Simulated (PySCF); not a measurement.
ClCs, singlet, at a GFN2-xTB geometry (such geometries of metal compounds can be far from the true shape) (all electrons, no relativity), with bond 2-1 at 1.3 times its length; PBE/3-21G (PySCF).

The PySCF input:
```python
from pyscf import gto, scf, dft

mol = gto.Mole()
mol.atom = '''
    Cs   -0.00000000   -0.00000000   -0.68024263
    Cl    0.00000000    0.00000000    3.06509328
'''
mol.basis = '3-21g'
mol.verbose = 4
mol.build()

mf = dft.RKS(mol)
mf.xc = 'pbe'
mf.level_shift = 1.0
mf.max_cycle = 100
mf.kernel()
```

What the program printed (banner, timings and long lists left out):

```
PySCF version 2.14.0

[INPUT] verbose = 4
[INPUT] num. atoms = 2
[INPUT] num. electrons = 72
[INPUT] charge = 0
[INPUT] spin (= nelec alpha-beta = 2S) = 0
[INPUT] symmetry False subgroup None
[INPUT] Mole.unit = angstrom
[INPUT] Symbol           X                Y                Z      unit          X                Y                Z       unit  Magmom
[...]
nuclear repulsion = 132.105825511977
number of shells = 22
number of NR pGTOs = 111
number of NR cGTOs = 48
basis = 3-21g
ecp = {}

******** <class 'pyscf.dft.rks.RKS'> ********
method = RKS
initial guess = minao
damping factor = 0
level_shift factor = 1.0
DIIS = <class 'pyscf.scf.diis.CDIIS'>
diis_start_cycle = 1
diis_space = 8
diis_damp = 0
SCF conv_tol = 1e-09
SCF conv_tol_grad = None
SCF max_cycles = 100
direct_scf = True
direct_scf_tol = 1e-13
XC library pyscf.dft.libxc version 7.1.2
    S. Lehtola, C. Steigemann, M. J. T. Oliveira, and M. A. L. Marques,  SoftwareX 7, 1–5 (2018)
XC functionals = pbe
    J. P. Perdew, K. Burke, and M. Ernzerhof,  Phys. Rev. Lett. 77, 3865 (1996)
    J. P. Perdew, K. Burke, and M. Ernzerhof,  Phys. Rev. Lett. 78, 1396 (1997)
    J. P. Perdew, K. Burke, and M. Ernzerhof,  Phys. Rev. Lett. 77, 3865 (1996)
    J. P. Perdew, K. Burke, and M. Ernzerhof,  Phys. Rev. Lett. 78, 1396 (1997)
radial grids:
    Treutler-Ahlrichs [JCP 102, 346 (1995); DOI:10.1063/1.469408] (M4) radial grids

becke partition: Becke, JCP 88, 2547 (1988); DOI:10.1063/1.454033
pruning grids: <function nwchem_prune>
grids dens level: 3
symmetrized grids: False
atomic radii adjust function: <function treutler_atomic_radii_adjust>
small_rho_cutoff = 0
Set gradient conv threshold to 3.16228e-05
Initial guess from minao.
tot grids = 42592
init E= -7969.15790079737
[...]
cycle= 1 E= -7989.98440083273  delta_E= -20.8  |g|= 0.412  |ddm|=  1.2
[...]
cycle= 2 E= -7990.0273050931  delta_E= -0.0429  |g|= 0.081  |ddm|= 0.536
[...]
cycle= 3 E= -7990.02968085552  delta_E= -0.00238  |g|= 0.0409  |ddm|= 0.108
[...]
cycle= 4 E= -7990.03074422507  delta_E= -0.00106  |g|= 0.0302  |ddm|= 0.0769
[...]
cycle= 5 E= -7990.03133014145  delta_E= -0.000586  |g|= 0.0237  |ddm|= 0.0549
[...]
cycle= 6 E= -7990.03169740295  delta_E= -0.000367  |g|= 0.0192  |ddm|= 0.0412
[...]
cycle= 7 E= -7990.03192940994  delta_E= -0.000232  |g|= 0.0167  |ddm|= 0.0303
[...]
cycle= 8 E= -7990.03209693607  delta_E= -0.000168  |g|= 0.0148  |ddm|= 0.023
[...]
cycle= 9 E= -7990.03219692378  delta_E= -0.0001  |g|= 0.0151  |ddm|= 0.0159
[...]
cycle= 10 E= -7990.03229718013  delta_E= -0.0001  |g|= 0.0139  |ddm|= 0.0135
[...]
cycle= 11 E= -7990.03235847861  delta_E= -6.13e-05  |g|= 0.0146  |ddm|= 0.0102
[...]
cycle= 12 E= -7990.03239612351  delta_E= -3.76e-05  |g|= 0.0161  |ddm|= 0.00856
[...]
cycle= 13 E= -7990.03244077448  delta_E= -4.47e-05  |g|= 0.0163  |ddm|= 0.00718
[...]
cycle= 14 E= -7990.03249064525  delta_E= -4.99e-05  |g|= 0.0157  |ddm|= 0.00676
[...]
cycle= 15 E= -7990.03252258644  delta_E= -3.19e-05  |g|= 0.016  |ddm|= 0.00623
[...]
cycle= 16 E= -7990.03255148815  delta_E= -2.89e-05  |g|= 0.0163  |ddm|= 0.00578
[...]
cycle= 17 E= -7990.0325799722  delta_E= -2.85e-05  |g|= 0.0162  |ddm|= 0.00534
[...]
cycle= 18 E= -7990.03260712934  delta_E= -2.72e-05  |g|= 0.0159  |ddm|= 0.00499
[...]
cycle= 19 E= -7990.03263342484  delta_E= -2.63e-05  |g|= 0.0156  |ddm|= 0.00469
[...]
cycle= 20 E= -7990.03265895989  delta_E= -2.55e-05  |g|= 0.0151  |ddm|= 0.00441
[...]
cycle= 21 E= -7990.03268309268  delta_E= -2.41e-05  |g|= 0.0145  |ddm|= 0.00415
[...]
cycle= 22 E= -7990.03270636342  delta_E= -2.33e-05  |g|= 0.0139  |ddm|= 0.00399
[...]
cycle= 23 E= -7990.03272743229  delta_E= -2.11e-05  |g|= 0.0133  |ddm|= 0.0038
[...]
cycle= 24 E= -7990.03274634664  delta_E= -1.89e-05  |g|= 0.0128  |ddm|= 0.00359
[...]
cycle= 25 E= -7990.03276378831  delta_E= -1.74e-05  |g|= 0.0123  |ddm|= 0.00341
[...]
cycle= 26 E= -7990.03277989381  delta_E= -1.61e-05  |g|= 0.0118  |ddm|= 0.00325
[...]
[...]
[...]
cycle= 57 E= -7990.03294659851  delta_E= -1.03e-06  |g|= 0.00288  |ddm|= 0.0008
[...]
cycle= 58 E= -7990.03294754145  delta_E= -9.43e-07  |g|= 0.00275  |ddm|= 0.000764
[...]
cycle= 59 E= -7990.03294840182  delta_E= -8.6e-07  |g|= 0.00262  |ddm|= 0.00073
[...]
cycle= 60 E= -7990.03294917396  delta_E= -7.72e-07  |g|= 0.00251  |ddm|= 0.000697
[...]
cycle= 61 E= -7990.03294988777  delta_E= -7.14e-07  |g|= 0.0024  |ddm|= 0.000666
[...]
cycle= 62 E= -7990.03295054124  delta_E= -6.53e-07  |g|= 0.00229  |ddm|= 0.000636
[...]
cycle= 63 E= -7990.0329511417  delta_E= -6e-07  |g|= 0.00218  |ddm|= 0.000608
[...]
cycle= 64 E= -7990.03295168799  delta_E= -5.46e-07  |g|= 0.00208  |ddm|= 0.000581
[...]
cycle= 65 E= -7990.03295219275  delta_E= -5.05e-07  |g|= 0.00198  |ddm|= 0.000556
[...]
cycle= 66 E= -7990.0329526388  delta_E= -4.46e-07  |g|= 0.0019  |ddm|= 0.00053
[...]
cycle= 67 E= -7990.03295304475  delta_E= -4.06e-07  |g|= 0.00182  |ddm|= 0.000506
[...]
cycle= 68 E= -7990.03295341845  delta_E= -3.74e-07  |g|= 0.00174  |ddm|= 0.000483
[...]
cycle= 69 E= -7990.03295376273  delta_E= -3.44e-07  |g|= 0.00166  |ddm|= 0.000461
[...]
cycle= 70 E= -7990.03295407722  delta_E= -3.14e-07  |g|= 0.00158  |ddm|= 0.000441
[...]
cycle= 71 E= -7990.03295436471  delta_E= -2.87e-07  |g|= 0.00151  |ddm|= 0.000421
[...]
cycle= 72 E= -7990.03295462502  delta_E= -2.6e-07  |g|= 0.00144  |ddm|= 0.000402
[...]
cycle= 73 E= -7990.03295486317  delta_E= -2.38e-07  |g|= 0.00138  |ddm|= 0.000384
[...]
cycle= 74 E= -7990.03295507861  delta_E= -2.15e-07  |g|= 0.00132  |ddm|= 0.000367
[...]
cycle= 75 E= -7990.03295527602  delta_E= -1.97e-07  |g|= 0.00126  |ddm|= 0.00035
[...]
cycle= 76 E= -7990.03295545687  delta_E= -1.81e-07  |g|= 0.0012  |ddm|= 0.000334
[...]
cycle= 77 E= -7990.03295562237  delta_E= -1.65e-07  |g|= 0.00114  |ddm|= 0.00032
[...]
cycle= 78 E= -7990.03295577315  delta_E= -1.51e-07  |g|= 0.00109  |ddm|= 0.000305
[...]
cycle= 79 E= -7990.03295590944  delta_E= -1.36e-07  |g|= 0.00104  |ddm|= 0.000291
[...]
cycle= 80 E= -7990.03295603385  delta_E= -1.24e-07  |g|= 0.000997  |ddm|= 0.000278
[...]
cycle= 81 E= -7990.03295614744  delta_E= -1.14e-07  |g|= 0.000952  |ddm|= 0.000266
[...]
cycle= 82 E= -7990.03295625125  delta_E= -1.04e-07  |g|= 0.000909  |ddm|= 0.000254
[...]
cycle= 83 E= -7990.03295634612  delta_E= -9.49e-08  |g|= 0.000867  |ddm|= 0.000242
[...]
cycle= 84 E= -7990.03295643264  delta_E= -8.65e-08  |g|= 0.000828  |ddm|= 0.000231
[...]
cycle= 85 E= -7990.03295651142  delta_E= -7.88e-08  |g|= 0.00079  |ddm|= 0.000221
[...]
cycle= 86 E= -7990.03295658297  delta_E= -7.16e-08  |g|= 0.000755  |ddm|= 0.000211
[...]
cycle= 87 E= -7990.03295664828  delta_E= -6.53e-08  |g|= 0.000721  |ddm|= 0.000202
[...]
cycle= 88 E= -7990.03295670803  delta_E= -5.97e-08  |g|= 0.000688  |ddm|= 0.000192
[...]
cycle= 89 E= -7990.03295676247  delta_E= -5.44e-08  |g|= 0.000657  |ddm|= 0.000184
[...]
cycle= 90 E= -7990.03295681205  delta_E= -4.96e-08  |g|= 0.000627  |ddm|= 0.000175
[...]
cycle= 91 E= -7990.03295685724  delta_E= -4.52e-08  |g|= 0.000598  |ddm|= 0.000168
[...]
cycle= 92 E= -7990.03295689843  delta_E= -4.12e-08  |g|= 0.000571  |ddm|= 0.00016
[...]
cycle= 93 E= -7990.03295693596  delta_E= -3.75e-08  |g|= 0.000545  |ddm|= 0.000153
[...]
cycle= 94 E= -7990.03295697024  delta_E= -3.43e-08  |g|= 0.000521  |ddm|= 0.000146
[...]
cycle= 95 E= -7990.03295700146  delta_E= -3.12e-08  |g|= 0.000497  |ddm|= 0.000139
[...]
cycle= 96 E= -7990.03295702992  delta_E= -2.85e-08  |g|= 0.000474  |ddm|= 0.000133
[...]
cycle= 97 E= -7990.03295705607  delta_E= -2.61e-08  |g|= 0.000452  |ddm|= 0.000127
[...]
cycle= 98 E= -7990.03295707969  delta_E= -2.36e-08  |g|= 0.000432  |ddm|= 0.000121
[...]
cycle= 99 E= -7990.03295710125  delta_E= -2.16e-08  |g|= 0.000412  |ddm|= 0.000116
[...]
cycle= 100 E= -7990.03295712088  delta_E= -1.96e-08  |g|= 0.000394  |ddm|= 0.000111
SCF not converged.
SCF energy = -7990.03295712088
```

The run did not converge; its last values are not results.
